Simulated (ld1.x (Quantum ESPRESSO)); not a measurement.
**boron, PAW: configuration errors across variants**

boron, PAW, made with ld1.x (Quantum ESPRESSO) 7.5 (PBE, scalar-relativistic). Core [He], reference 2s2 2p1. Waves: 2s (bound): rcut 1.00, rcutus 1.15 bohr; 2s channel at 0.8 Ry: rcut 1.00, rcutus 1.15 bohr; 2p (bound): rcut 1.65, rcutus 2.20 bohr; 2p channel at 1.65 Ry: rcut 1.65, rcutus 2.20 bohr; 3d channel at 0.15 Ry: rcut 1.80, rcutus 2.00 bohr. Local part: all-electron potential smoothed inside 1.20 bohr (lloc = -1). Core correction: a·sin(br)/r model core, default radius (core density twice the valence density). Augmentation charge: PSQ, inside the norm-conserving radii.

All-electron excitation energies from the reference (eV): (1) 2s2 2p0 8.220; (2) 2s1 2p0 33.642; (3) 2s2 2p0.5 2.887; (4) 2s2 2p1.3 -0.738; (5) 2s1 2p2 5.851; (6) 2s1 2p1 14.361; (7) 2s0 2p3 11.721.

The overlap operator is not positive definite (basis up to 400 Ry) in “base”, “all radii but the core radius scaled by about 1.08 (s 1.24, p 2.38, d 2.16 bohr, rcut 1.08/1.80/1.96); local potential all-electron potential smoothed inside 1.30 bohr (lloc = -1)”, “all radii but the core radius scaled by about 1.22 (s 1.40, p 2.70, d 2.44 bohr, rcut 1.22/2.02/2.20); local potential all-electron potential smoothed inside 1.46 bohr (lloc = -1)”, “all radii but the core radius scaled by about 1.29 (s 1.48, p 2.84, d 2.58 bohr, rcut 1.30/2.14/2.34); local potential all-electron potential smoothed inside 1.56 bohr (lloc = -1)”, “all radii but the core radius scaled by about 1.39 (s 1.60, p 3.04, d 2.78 bohr, rcut 1.38/2.28/2.50); local potential all-electron potential smoothed inside 1.66 bohr (lloc = -1)”. Such files are unfit for use, however small their errors in these radial tests.

3 further variants failed, have other tests or too few solved ones, and are left out.

Errors AE − PS in meV (a dash: test not solved or not reliable):

| change | (1) | (2) | (3) | (4) | (5) | (6) | (7) | bound ghosts |
| --- | --- | --- | --- | --- | --- | --- | --- | --- |
| base | -0.3 | -4.9 | +0.3 | +0.2 | -0.7 | +0.8 | -2.6 | not determined (overlap not positive) |
| all radii but the core radius scaled by about 1.08 (s 1.24, p 2.38, d 2.16 bohr, rcut 1.08/1.80/1.96); local potential all-electron potential smoothed inside 1.30 bohr (lloc = -1) | -0.3 | -4.9 | +1.5 | +0.8 | -0.7 | +11 | -3.1 | not determined (overlap not positive) |
| all radii but the core radius scaled by about 1.22 (s 1.40, p 2.70, d 2.44 bohr, rcut 1.22/2.02/2.20); local potential all-electron potential smoothed inside 1.46 bohr (lloc = -1) | -0.3 | -4.8 | +0.1 | +0.2 | -0.7 | -0.1 | -3.3 | not determined (overlap not positive) |
| all radii but the core radius scaled by about 1.29 (s 1.48, p 2.84, d 2.58 bohr, rcut 1.30/2.14/2.34); local potential all-electron potential smoothed inside 1.56 bohr (lloc = -1) | -0.2 | -4.8 | +0.2 | +0.2 | -0.7 | +0.3 | -3.3 | not determined (overlap not positive) |
| all radii but the core radius scaled by about 1.39 (s 1.60, p 3.04, d 2.78 bohr, rcut 1.38/2.28/2.50); local potential all-electron potential smoothed inside 1.66 bohr (lloc = -1) | -0.2 | -4.5 | +0.3 | +0.2 | -0.7 | +1.0 | -3.3 | not determined (overlap not positive) |

Task: Give the same row for: all radii but the core radius scaled by about 1.16 (s 1.34, p 2.56, d 2.32 bohr, rcut 1.16/1.92/2.08); local potential all-electron potential smoothed inside 1.40 bohr (lloc = -1).

Result: -0.3, -4.9, +6.6, +3.4, -0.4, +53, -2.0; bound ghosts: not determined (overlap not positive). Its overlap operator is not positive definite in a basis up to 400 Ry (lowest eigenvalue p -0.75, d -2.03), so the file is unfit for use: the generalised eigenproblem breaks down once the basis is large enough, and its test numbers describe a broken file.
